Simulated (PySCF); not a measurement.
Numbering as in the mapped SMILES `[CH3:1][C@@:2]1([F:3])[CH2:4][CH2:5][CH2:6][Si@H:7]([F:8])[CH2:9]1`. Hydrogens are named by the atom that carries them. Ha(C4), Ha(C5), Ha(C6), Ha(C9) are cis to F8 on the ring; Hb(C4), Hb(C5), Hb(C6), Hb(C9) are trans to F8 on the ring.

PySCF calculation with NMR shieldings at PBE0/pcSseg-1/GIAO and GFN2-xTB structure; non-relativistic Hamiltonian, single conformer, no solvent, fast rotation and ring inversion assumed for equivalent nuclei.

δ = σ(ref) − σ, references computed at the same level: ¹³C (σref 186.93) and ¹H (σref 31.72) and ²⁹Si (σref 349.16) vs TMS; ¹⁹F (σref 170.95) vs CFCl3.

| atoms | nucleus | count | Hirshfeld charge | δ (ppm) |
| --- | --- | --- | --- | --- |
| C4 | ¹³C | 1 | -0.08 | 44.0 |
| C1 | ¹³C | 1 | -0.13 | ? |
| Si7 | ²⁹Si | 1 | 0.45 | 21.5 |
| C2 | ¹³C | 1 | 0.11 | ? |
| Hb(C5) | ¹H | 1 | 0.04 | ? |
| F3 | ¹⁹F | 1 | -0.12 | -134.3 |
| C5 | ¹³C | 1 | -0.06 | 22.0 |
| Hb(C4) | ¹H | 1 | 0.04 | 1.93 |
| Ha(C9) | ¹H | 1 | 0.05 | 1.52 |
| H(Si7) | ¹H | 1 | -0.08 | 5.27 |
| H(C1) | ¹H | 3 | 0.05 | ? |
| Ha(C6) | ¹H | 1 | 0.04 | 0.81 |
| Ha(C5) | ¹H | 1 | 0.04 | 1.99 |
| Hb(C9) | ¹H | 1 | 0.04 | 1.78 |
| C9 | ¹³C | 1 | -0.18 | ? |
| C6 | ¹³C | 1 | -0.16 | 15.4 |
| Hb(C6) | ¹H | 1 | 0.04 | 1.16 |
| F8 | ¹⁹F | 1 | -0.21 | -203.6 |
| Ha(C4) | ¹H | 1 | 0.04 | ? |

Estimate the values marked ?.

## Answers


- C2: 97.1 ppm, fully substituted sp3 carbon bonded to F; pulled downfield by the heteroatom
- C9: 31.6 ppm, sp3 CH2 bonded to Si
- C1: 29.0 ppm, methyl carbon; saturated and bonded to C and H only
- Ha(C4): 1.70 ppm, hydrogen on an sp3 CH2 in a ring
- H(C1): 1.26 ppm, hydrogen on a methyl carbon
- Hb(C5): 1.16 ppm, hydrogen on an sp3 CH2 in a ring

Shifts are as computed. Against solution values, carbons near 30 ppm lie about +3 ppm off and those near 130 ppm about +5 ppm. Of 1309 compounds with measured shifts, 239 miss one by over three times the rms of a fit or turn the order of signals round; such compounds aren't used in these exercises. Unscaled 19F shifts against computed CFCl3 carry errors that often reach 10 to 50 ppm.
